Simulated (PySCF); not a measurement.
## Excitation energy of V⁺ by level of theory

V⁺ [Ar] 3d4 (5D) → V⁺ [Ar] 3d3 4s1 (5F), as a difference of total energies. Calculation: PySCF 2.14, in ANO-RCC-VTZP; the spin-free X2C one-electron Hamiltonian (Gaussian nucleus). Correlated levels: valence: [Ar] frozen. The calculations carry no spin-orbit coupling.

```json
{"method": "UHF", "excitation energy (cm⁻¹)": "-3448.0"}
{"method": "MP2 (valence)", "excitation energy (cm⁻¹)": "651.22"}
{"method": "SCS-MP2 (valence)", "excitation energy (cm⁻¹)": "-2081.6"}
{"method": "CCSD (valence)", "excitation energy (cm⁻¹)": "856.62"}
{"method": "CCSD(T) (valence)", "excitation energy (cm⁻¹)": "986.35"}
```

Errors of the correlated levels include the incompleteness of this basis and the frozen core.

The basis was made for the ground configuration and has no added diffuse functions, so the excitation energy can come out too high.

For comparison: 2719.9 cm⁻¹ (measured; NIST levels, between the centres of gravity of the two terms).
